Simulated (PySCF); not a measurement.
**Correlation energy of Tc+ (technetium, charge +1)**

[Kr] 4d5 5s1, high-spin 7S determinant. Computed with PySCF 2.14 in def2-TZVP with the def2 core potential (28 electrons), with scalar relativity through the core potential. Frozen: 4s2 4p6; 6 electrons correlated.

MP2 pair energies summed by pair of shells (mhartree):

| pair | energy | share (%) |
| --- | --- | --- |
| 4d-4d | -44.61 | 73.6 |
| 4d-5s | -15.99 | 26.4 |

Total MP2 correlation energy: -60.60 mhartree.

Same-spin part -60.60 and opposite-spin part 0.00 mhartree; SCS-MP2 scales them by 1/3 and 6/5 to -20.20 mhartree.
